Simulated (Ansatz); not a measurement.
Species: H₂ClGaO₂, SMILES `[OH][Ga]([OH])[Cl]` (H–O–Ga–Cl torsion 0°, Cl–Ga–O–H torsion 180°) (charge 0, multiplicity 1).

Q: Give a relaxed geometry from r2SCAN-D4/def2-TZVP run with Ansatz (a quantum-chemistry and plane-wave program).

A: One answer among several that fit: the end point of this relaxation, one of several conformers (outside a Z-matrix the atoms follow the SMILES, hydrogens last).
Z-matrix (Å, degrees):
```
Ga
O 1 1.7677
H 2 0.9645 1 111.77
O 1 1.7745 2 119.45 3 -0.01
H 4 0.9637 1 113.03 2 179.99
Cl 1 2.1205 2 118.84 3 179.99
```
